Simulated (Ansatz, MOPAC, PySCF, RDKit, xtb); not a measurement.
Pair of molecules: CH4 (SMILES C) (first 5 atoms) with H2S (SMILES S); geometry from B3LYP-D3(BJ)/def2-TZVP, rigid monomers moved along the line of their centres of mass till C1···H8 is 3.45 Å.
(charge 0, multiplicity 1):
```xyz
8

C     -0.00797    -0.05673     0.16889
H     -0.85350     0.21771     0.79809
H     -0.21598     0.22549    -0.86208
H      0.88816     0.45910     0.51156
H      0.15033    -1.13340     0.22229
S      0.48575    -0.08867     4.55350
H      0.42301     1.01950     3.79888
H      0.50479    -0.88686     3.47483
```

```json
[
 {"level": "MMFF94", "interaction energy (meV)": "-15.4", "minus CCSD(T)/CBS(aug-cc-pV(D+d)Z, aug-cc-pV(T+d)Z)": "10.3", "cost": "-"},
 {"level": "UFF", "interaction energy (meV)": "-25.8", "minus CCSD(T)/CBS(aug-cc-pV(D+d)Z, aug-cc-pV(T+d)Z)": "-0.1", "cost": "-"},
 {"level": "PM3", "interaction energy (meV)": "-5.3", "minus CCSD(T)/CBS(aug-cc-pV(D+d)Z, aug-cc-pV(T+d)Z)": "20.4", "cost": "-"},
 {"level": "GFN1-xTB", "interaction energy (meV)": "-20.1", "minus CCSD(T)/CBS(aug-cc-pV(D+d)Z, aug-cc-pV(T+d)Z)": "5.6", "cost": "-"},
 {"level": "PBE/def2-TZVPPD", "interaction energy (meV)": "-14.0", "minus CCSD(T)/CBS(aug-cc-pV(D+d)Z, aug-cc-pV(T+d)Z)": "11.7", "cost": "×1"},
 {"level": "PBE-D3(BJ)/def2-TZVPPD", "interaction energy (meV)": "-34.5", "minus CCSD(T)/CBS(aug-cc-pV(D+d)Z, aug-cc-pV(T+d)Z)": "-8.8", "cost": "×1"},
 {"level": "PBE-D4/def2-TZVPPD", "interaction energy (meV)": "-32.0", "minus CCSD(T)/CBS(aug-cc-pV(D+d)Z, aug-cc-pV(T+d)Z)": "-6.3", "cost": "×1"},
 {"level": "r2SCAN-D3(BJ)/def2-TZVPPD", "interaction energy (meV)": "-27.6", "minus CCSD(T)/CBS(aug-cc-pV(D+d)Z, aug-cc-pV(T+d)Z)": "-1.8", "cost": "×2"},
 {"level": "B3LYP/3-21G (no counterpoise)", "interaction energy (meV)": "-7.6", "minus CCSD(T)/CBS(aug-cc-pV(D+d)Z, aug-cc-pV(T+d)Z)": "18.1", "cost": "-"},
 {"level": "B3LYP/6-311+G** (no counterpoise)", "interaction energy (meV)": "-2.1", "minus CCSD(T)/CBS(aug-cc-pV(D+d)Z, aug-cc-pV(T+d)Z)": "23.6", "cost": "-"},
 {"level": "B3LYP-D4/def2-TZVPPD", "interaction energy (meV)": "-21.2", "minus CCSD(T)/CBS(aug-cc-pV(D+d)Z, aug-cc-pV(T+d)Z)": "4.5", "cost": "×1"},
 {"level": "PBE0/def2-TZVPPD", "interaction energy (meV)": "-11.3", "minus CCSD(T)/CBS(aug-cc-pV(D+d)Z, aug-cc-pV(T+d)Z)": "14.4", "cost": "×2"},
 {"level": "PBE0-D4/def2-TZVPPD", "interaction energy (meV)": "-28.9", "minus CCSD(T)/CBS(aug-cc-pV(D+d)Z, aug-cc-pV(T+d)Z)": "-3.2", "cost": "×2"},
 {"level": "wB97X-V/def2-TZVPPD", "interaction energy (meV)": "-24.9", "minus CCSD(T)/CBS(aug-cc-pV(D+d)Z, aug-cc-pV(T+d)Z)": "0.8", "cost": "×4"},
 {"level": "wB97M-V/def2-TZVPPD", "interaction energy (meV)": "-22.3", "minus CCSD(T)/CBS(aug-cc-pV(D+d)Z, aug-cc-pV(T+d)Z)": "3.4", "cost": "×4"},
 {"level": "MP2/6-31G*", "interaction energy (meV)": "-7.8", "minus CCSD(T)/CBS(aug-cc-pV(D+d)Z, aug-cc-pV(T+d)Z)": "18.0", "cost": "-"},
 {"level": "MP2/aug-cc-pV(D+d)Z", "interaction energy (meV)": "-22.2", "minus CCSD(T)/CBS(aug-cc-pV(D+d)Z, aug-cc-pV(T+d)Z)": "3.6", "cost": "-"},
 {"level": "SCS-MP2/aug-cc-pV(T+d)Z", "interaction energy (meV)": "-18.6", "minus CCSD(T)/CBS(aug-cc-pV(D+d)Z, aug-cc-pV(T+d)Z)": "7.1", "cost": "-"},
 {"level": "CCSD(T)/aug-cc-pV(D+d)Z", "interaction energy (meV)": "-21.6", "minus CCSD(T)/CBS(aug-cc-pV(D+d)Z, aug-cc-pV(T+d)Z)": "4.1", "cost": "×4"},
 {"level": "CCSD(T)/CBS(aug-cc-pV(D+d)Z, aug-cc-pV(T+d)Z)", "interaction energy (meV)": "-25.7", "minus CCSD(T)/CBS(aug-cc-pV(D+d)Z, aug-cc-pV(T+d)Z)": "0.0", "cost": "×300*"}
]
```

 The comparison column counts from a level with limits of its own.

The rows run from -34.5 (PBE-D3(BJ)/def2-TZVPPD) to -2.1 meV (B3LYP/6-311+G** (no counterpoise)). The dispersion term adds -20.5 in PBE-D3(BJ), -18.1 in PBE-D4, -17.7 in PBE0-D4. The 4 functionals in def2-TZVPPD without D3 or D4 span 13.6, from wB97X-V to PBE0.

Counterpoise-corrected where a basis set is named; no monomer relaxation. Rows marked so take none. RDKit's UFF carries no charges.

Cores are frozen in the correlated methods. CBS: X⁻³ extrapolation of the correlation energy, Hartree–Fock from the larger set. Rows in 3-21G, 6-311+G**, 6-31G* carry no dispersion term and start afresh at each structure (6-31G* with six Cartesian d functions). MP2/6-31G* freezes PySCF's default core. The state that PM3 reach isn't checked.

Run with Ansatz (a first-principles code) with Gaussian orbitals; MOPAC for PM3 (differences of heats of formation); PySCF for 3-21G rows, 6-311+G** rows, 6-31G* rows, the dispersion terms; RDKit for the force fields; xtb for the GFN methods. 

Costs are rough ratios of core time to PBE/def2-TZVPPD (about 4 s over the structures, on one shared machine); a dash marks a level with no comparable run of its own. A star marks coupled-cluster runs past 200 virtual orbitals, where the program's memory plan changes under this machine's limit, so their costs aren't comparable with smaller runs.
